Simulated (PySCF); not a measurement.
**Ge²⁺ (germanium, charge +2): B3LYP calculation**

Configuration: [Ar] 3d10 4s2, closed-shell 1S. Computed with PySCF 2.14 in pcseg-2 (6s5p3d1f, 43 functions), with the non-relativistic Hamiltonian (point nucleus).

```json
{"Total energy": "-2076.137 hartree", "One-electron energy": "-2871.925 hartree", "Hartree (Coulomb) energy": "874.325 hartree", "Exchange-correlation energy": "-78.537 hartree", "Kinetic energy": "2075.53506 hartree", "⟨S²⟩": "0.0000", "⟨L²⟩": "0.000", "Sum of ⟨r⟩": "18.04 bohr", "Sum of ⟨r²⟩": "20.00 bohr²", "Density at the nucleus (Gaussians lack the cusp)": "22200 bohr⁻³", "Langevin diamagnetic susceptibility": "-15.8 ×10⁻⁶ cm³/mol", "Time after the integrals": "0.31 s of wall time on 1 thread of Intel(R) Xeon(R) Platinum 8559C (shared host)"}
```

| shell | electrons | mean orbital energy (hartree) | rms radius, mean of both spins (bohr) |
| --- | --- | --- | --- |
| 1s | 2 | -399.39925 | 0.0554 |
| 2s | 2 | -50.46317 | 0.232 |
| 2p | 6 | -44.98019 | 0.205 |
| 3s | 2 | -6.95823 | 0.681 |
| 3p | 6 | -5.12847 | 0.707 |
| 3d | 10 | -1.94965 | 0.819 |
| 4s | 2 | -1.09595 | 2.12 |
